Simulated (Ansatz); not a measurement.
Program: Ansatz. Geometries: PBE0-D4/def2-TZVP. ΔE: electronic, gas phase. CCSD(T)/CBS adds triple-zeta CCSD(T) − MP2 to the extrapolated MP2 energy (def2 sets, frozen cores). Functionals use def2-TZVPP. Elements past krypton have def2 core potentials. For Ge, Sn outer-core shells are correlated without core-valence functions, which leaves a few kJ/mol of doubt a bond. Scalar relativity is left out up to krypton. Each species was taken in one conformer, which may not be the lowest.

Reaction (cleavage of the Si–Si bond): `[SiH3][SiH2][O][SnH3]` + `[OH][Ge][OH]` → `[OH][Ge][O][SiH3]` + `[SiH3][O][SnH3]`

```
             level  ΔE (kJ/mol)  difference from CCSD(T)/CBS
            PBE-D4        -83.1                         27.1
         r2SCAN-D4       -103.9                          6.3
     HF/def2-TZVPP       -137.1                        -26.9
    MP2/def2-TZVPP       -120.7                        -10.5
SCS-MP2/def2-TZVPP       -125.1                        -14.9
     HF/def2-QZVPP       -139.1                        -28.9
    MP2/def2-QZVPP       -120.1                         -9.9
SCS-MP2/def2-QZVPP       -124.3                        -14.1
      HF/CBS(def2)       -139.4                        -29.2
    CCSD/CBS(def2)       -113.2                         -3.0
       CCSD(T)/CBS       -110.2                            0
```

Largest T1 diagnostic among the species: 0.015.

In def2-TZVPP, CCSD(T) changes the Hartree–Fock value by +24.5 kJ/mol (the triples alone add +3.0 kJ/mol) and MP2 by +16.4 kJ/mol. From PBE to PBE0 (25 % exact exchange), in def2-TZVPP and without D4, ΔE moves by −9.2 kJ/mol.
